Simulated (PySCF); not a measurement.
## Peak assignment

Numbering as in the mapped SMILES `[CH3:1][c:2]1[cH:3][n:4][n:5][n:6]1[CH:7]([CH3:8])[CH3:9]`. Each H is labelled by its parent atom.

PySCF 2.14.0 with density-fitted response routines calculation with shielding tensors at PBE0/pcSseg-1 (GIAO) and GFN2-xTB structure; one averaged value for each set of equivalent atoms, no relativistic terms, a single conformation, in vacuum.

Referencing at the same level of theory: ¹³C (σref 186.93) and ¹H (σref 31.72) against TMS.

Problem. Assign these signals to the numbered atoms. ¹³C{¹H} NMR (computed): δ 136.1, 136.0, 50.6, 26.1, 10.6.

Solution. 
```tsv
δ (ppm)	atoms	environment	reason
136.1	C2	substituted aromatic carbon next to a ring nitrogen	–
136.0	C3	aromatic CH next to a ring nitrogen	–
50.6	C7	sp3 CH bonded to N	the inductive effect lowers its shielding
26.1	C8/C9	methyl carbon	a saturated carbon with 1 carbon neighbour and no heteroatom attached
10.6	C1	methyl carbon on an aromatic ring	saturated and bonded to C and H only
```

C2 and C3 lie closer than the usual error of such a calculation, so a measured spectrum could show them in the other order.

Problem. Assign these signals to the numbered atoms. ¹H NMR (300 MHz, computed): δ 7.45 (s, 1H), 4.20 (sept, 1H), 2.35 (s, 3H), 1.67 (d, 6H).

Solution. 
| δ (ppm) | atoms | environment | reason |
| --- | --- | --- | --- |
| 7.45 | H(C3) | hydrogen on an aromatic CH next to a ring nitrogen | ring-current deshielding |
| 4.20 | H(C7) | hydrogen on an sp3 CH bonded to N | its carbon carries N, which withdraws density |
| 2.35 | H(C1) | hydrogen on a methyl carbon on an aromatic ring | benzylic-type position, deshielded by the ring |
| 1.67 | H(C8)/H(C9) | hydrogen on a methyl carbon | – |

Shifts are as computed. Against solution values, carbons near 30 ppm lie about +3 ppm off and those near 130 ppm about +5 ppm. Of 1211 compounds with measured shifts, 218 miss one by over three times the rms of a fit or turn the order of signals round; such compounds aren't used in these exercises. No couplings were computed; multiplicities are counted from neighbouring protons, with m where these are inequivalent, close in shift, in a saturated or five-membered ring or joined by F or P, and br s for small geminal =CH2 splittings.
